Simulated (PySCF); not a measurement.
C2H4ClNSi, SMILES Cl[Si@H]1C=NC1. Geometry: PBE0-D3(BJ)/def2-SVP. The structure was generated by enumeration; whether it is a known compound was not checked.

Computed equilibrium geometry at PBE0-D3(BJ)/def2-SVP (PySCF confirms it by a frequency run) as a Z-matrix:
```
Si
H 1 1.4923
C 1 1.8760 2 116.69
N 3 1.2859 1 94.80 2 -107.58
H 3 1.0984 4 121.58 1 -175.41
C 4 1.4817 3 105.48 5 177.97
H 6 1.1012 4 110.40 3 -110.93
H 6 1.1015 7 107.90 4 123.01
Cl 1 2.0706 2 106.58 3 138.84
```
Charge 0, spin multiplicity 1.
